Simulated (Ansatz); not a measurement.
Relaxation of C2H8AlFSi (13 atoms, charge 0, multiplicity 1), to a largest force component of 0.015 eV/Å in at most 40 steps.

The calculation used Ansatz, RKS PBE0-D4/STO-3G.

```xyz
13
Properties=species:S:1:pos:R:3
F -1.880 1.445 0.529
C -0.740 0.788 0.565
Al -1.056 -0.800 1.745
C -0.246 0.425 -0.863
Si 1.474 -0.151 -0.984
H 0.031 1.464 1.026
H -1.822 -0.483 3.172
H 0.036 -1.867 1.845
H -0.421 1.322 -1.472
H -0.978 -0.384 -1.235
H 1.804 -0.413 -2.350
H 1.683 -1.362 -0.162
H 2.298 0.944 -0.461
```

Task: Where does it end, and by what steps?

Result: It converged. Limits of this set-up: minimal basis. After 38 steps the energy has fallen by 1.210 eV; H7 moved furthest, 2.42 Å.

```csv
step,energy less start (eV),largest force component (eV/Å),accepted
0,0.0000,4.816,yes
2,-1.0634,0.446,yes
4,-1.0744,0.048,yes
6,-1.0751,0.028,yes
8,-1.0776,0.054,yes
10,-1.0811,0.050,yes
12,-1.0822,0.041,yes
14,-1.0832,0.306,no
16,-1.0885,0.046,yes
18,-1.0919,0.154,yes
20,-1.0970,0.171,yes
22,-1.1012,0.032,yes
24,-1.1062,0.182,yes
26,-1.1124,0.213,yes
28,-1.1182,0.437,yes
30,-1.1603,0.176,yes
32,-1.1977,0.252,yes
34,-1.2082,0.046,yes
36,-1.2094,0.032,yes
38,-1.2095,0.005,yes
```

```xyz
13
Properties=species:S:1:pos:R:3
F -2.000 1.523 0.781
C -0.707 0.956 0.678
Al -0.459 -0.733 1.642
C -0.355 0.704 -0.836
Si 1.194 -0.345 -0.891
H 0.024 1.717 1.043
H -1.326 -1.898 1.274
H 0.459 -0.778 2.827
H -0.242 1.642 -1.395
H -1.179 0.149 -1.305
H 1.317 -1.193 -2.052
H 1.054 -1.226 0.278
H 2.405 0.412 -0.687
```

Run time: 2.1 min on 1 thread of Arm Neoverse V1 (shared host), peak memory 0.15 GiB.
